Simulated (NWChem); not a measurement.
System: AlH$_{2}$Br; SMILES [AlH2][Br]

```xyz
4

Al     0.0000     0.0000    -1.5745
H      0.0000     1.4013    -2.3018
H      0.0000    -1.4013    -2.3018
Br     0.0000     0.0000     0.7000
```
Atoms are numbered in this order, from 1.

All runs use the structure optimised with B3LYP/6-31G* (spherical d).

Spin-orbit effects, on the heavy nuclei and on their neighbours, are missing.

Q: Give the principal values of the shielding tensors (ppm) of Al1, Br4 from PBE/pcSseg-1, GIAO (NWChem), with their diamagnetic and paramagnetic parts as GIAO splits them.

A: 
```csv
atom,σ11,σ22,σ33,isotropic,diamagnetic,paramagnetic
Al1,234.2,301.4,349.2,294.9,794.8,-499.8
Br4,1768.3,2553.9,2799.9,2374.0,3124.3,-750.2
```
